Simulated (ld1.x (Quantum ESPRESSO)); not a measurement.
**Varying the RRKJ potential for Ge (Z = 32)**

Base potential:

| Item | Value |
| --- | --- |
| Element | Ge |
| Generator | ld1.x (Quantum ESPRESSO) 7.5 |
| Type | norm-conserving RRKJ (Kleinman–Bylander form) |
| Functional | PBE |
| Relativity | scalar-relativistic |
| Frozen core | [Ne] 3s2 |
| Valence charge | 20 |
| Reference configuration | 3p6 3d10 4s2 4p0 (charge +2) |
| Partial waves | 3p (bound): rc 0.60 bohr; 3d (bound): rc 1.10 bohr; 4s (bound): rc 1.60 bohr |
| Local potential | the s channel |
| Core correction | none |
| rho0 | 0.02 |

All-electron outer shells of the reference configuration (PBE, scalar-relativistic, ld1.x):

```csv
shell,level (eV),outermost node (bohr),outermost maximum (bohr)
3s,-188.44,0.26,0.54
3p,-135.57,0.23,0.54
3d,-49.19,–,0.50
4s,-29.25,0.77,1.66
4p,-19.81,0.81,1.98
```

Cutoffs, loose and tight: the cutoffs (Ry, on a coarse ladder) from which the occupation-weighted sum of valence levels, in a spherical-Bessel basis at the reference potential, stays within 10 and 1 mRy of its value at 400 Ry. They do not see the model core or the augmentation charge, which bear on the density cutoff. Test errors are all-electron minus pseudo excitation energies from the reference, over the configurations 3p6 3d10 4s2 4p2; 3p6 3d10 4s2 4p1; 3p6 3d10 4s1 4p0; 3p6 3d10 4s0 4p4; 3p5 3d10 4s2 4p2; 3p6 3d10 4s2 4p2.3; 3p6 3d10 4s1 4p3. A dash means not determined; rows that change the core or the reference have their own tests. The largest error is taken over the tests solved by every variant that gives reliable tests at all: 3p5 3d10 4s2 4p2; 3p6 3d10 4s0 4p4; 3p6 3d10 4s1 4p0; 3p6 3d10 4s2 4p1; 3p6 3d10 4s2 4p2; 3p6 3d10 4s2 4p2.3.

```tsv
change	outcome	cutoff, loose	cutoff, tight	bound ghosts	largest test error (meV)
base	generated	over 300 Ry	over 300 Ry	none	-8092
all radii scaled by about 1.06 (s 1.70, p 0.64, d 1.16 bohr)	generated	over 300 Ry	over 300 Ry	none	-8092
core [Ar] 3d10, valence charge 4; reference 4s2 4p0; waves now 4s (bound): rc 1.40 bohr; 4p (bound): rc 1.80 bohr; local potential all-electron potential smoothed inside 1.60 bohr (lloc = -1)	generated	35 Ry	50 Ry	none	+178
wave 3p (bound): rc 0.60 bohr becomes 3p (bound): rc 0.72 bohr	generated	300 Ry	over 300 Ry	none	-8092
wave 4s (bound): rc 1.60 bohr becomes 4s (bound): rc 1.86 bohr	generated	over 300 Ry	over 300 Ry	none	-8094
wave 3d (bound): rc 1.10 bohr becomes 3d (bound): rc 0.76 bohr	generated	over 300 Ry	over 300 Ry	none	-8094
reference 3p6 3d10 4s1.75 4p2.25	generated, misses its reference levels by 1.50 eV	over 300 Ry	over 300 Ry	none	no test is counted, since the test run did not reproduce the reference configuration
functional LDA (PZ)	generated	over 300 Ry	over 300 Ry	none	-8498
```

Problem. What comes out with this change to the base: type TM; rho0 0?

Solution. outcome: generated; cutoff, loose: 260 Ry; cutoff, tight: over 300 Ry; bound ghosts: none; largest test error (meV): -8091.
